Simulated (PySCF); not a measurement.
F3Se, charge +1.

```xyz
4

Se     0.0000     0.0000     0.3698
F      1.2638     0.7296    -0.4657
F      0.0000    -1.4593    -0.4657
F     -1.2638     0.7296    -0.4657
```
Charge +1, spin multiplicity 1.

Geometry optimised at r2SCAN-D4/def2-SVP. The multiplicity is an assumed one; other spin states were not compared. The isomer is the one that the SMILES or the coordinates give; other isomers of the formula were not compared.

Method: HF/pcSseg-2 (PySCF). Non-relativistic, no solvent.

**Question.** Give the absolute GIAO shielding of each atom: isotropic value and principal components (ppm). (An estimate is asked for; the answer gives what the named calculation found.)

**Answer.** 
```csv
atom,σ(iso),σ11,σ22,σ33,span
Se1,758.2,582.0,582.0,1110.5,528.4
F2,187.3,11.2,190.9,359.9,348.7
F3,187.3,11.2,190.9,359.9,348.7
F4,187.3,11.2,190.9,359.9,348.7
```
